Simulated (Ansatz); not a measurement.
`CO[SiH](N)O[SiH3]` + `OC(O)=[Se]` → `OC(=[Se])O[SiH3]` + `CO[SiH](N)O`  (ligand exchange at the Si–O bond)

Calculated with Ansatz (gas phase, PBE0-D4/def2-TZVP geometries, no zero-point term in ΔE). CCSD(T)/CBS adds triple-zeta CCSD(T) − MP2 to the extrapolated MP2 energy (def2 sets, frozen cores). For Se outer-core shells are correlated without core-valence functions, which leaves a few kJ/mol of doubt a bond. Scalar relativity is left out up to krypton. One conformer a species, not always the lowest.

`CO[SiH](N)O[SiH3]`:

Cartesian coordinates in Å:
```
C -0.634 -0.826 1.880
O 0.111 0.311 1.505
Si -0.027 1.073 0.069
N -1.652 1.448 -0.275
O 0.442 0.142 -1.189
Si 1.616 -0.880 -1.688
H -0.631 -0.895 2.969
H -0.184 -1.737 1.473
H -1.670 -0.761 1.532
H 0.892 2.222 0.209
H -2.179 2.098 0.283
H -1.996 1.392 -1.218
H 1.383 -1.189 -3.120
H 1.571 -2.140 -0.900
H 2.958 -0.260 -1.529
```

`OC(O)=[Se]`:

Z-matrix (Å, degrees):
```
C
O 1 1.314
Se 1 1.796 2 125.3
O 1 1.314 2 109.5 3 -180.0
H 2 0.966 1 107.1 3 -0.0
H 4 0.966 1 107.1 2 180.0
```

`OC(=[Se])O[SiH3]`:

Z-matrix (Å, degrees):
```
Si
O 1 1.704
H 1 1.480 2 100.7
H 1 1.476 2 110.1 3 -117.3
H 1 1.476 2 110.1 3 117.3
C 2 1.302 1 121.5 3 180.0
Se 6 1.800 2 125.2 1 0.0
O 6 1.318 2 110.7 1 -180.0
H 8 0.967 6 107.1 2 180.0
```

`CO[SiH](N)O`:

Cartesian coordinates in Å:
```
C -0.748 -0.005 1.883
O -0.880 0.132 0.486
Si 0.288 -0.261 -0.585
N -0.091 0.233 -2.168
O 1.638 0.498 -0.036
H 0.081 0.598 2.264
H -1.675 0.335 2.348
H -0.581 -1.050 2.169
H 0.473 -1.735 -0.633
H -0.307 1.197 -2.367
H -0.612 -0.388 -2.766
H 2.414 0.445 -0.595
```

```csv
species,HF/def2-QZVPP energy (Eh)
`CO[SiH](N)O[SiH3]`,-825.49524
`OC(O)=[Se]`,-2588.74067
`OC(=[Se])O[SiH3]`,-2878.89235
`CO[SiH](N)O`,-535.32978
```

Work out ΔE.

ΔE = (-2878.89235) + (-535.32978) − (-825.49524) − (-2588.74067) = 0.01378 Eh = +8.6 kcal/mol. CCSD(T)/CBS gives +5.0 kcal/mol.

Largest T1 diagnostic among the species: 0.016.

In def2-TZVPP, CCSD(T) changes the Hartree–Fock value by −3.1 kcal/mol (the triples alone add −0.6 kcal/mol) and MP2 by −3.6 kcal/mol.
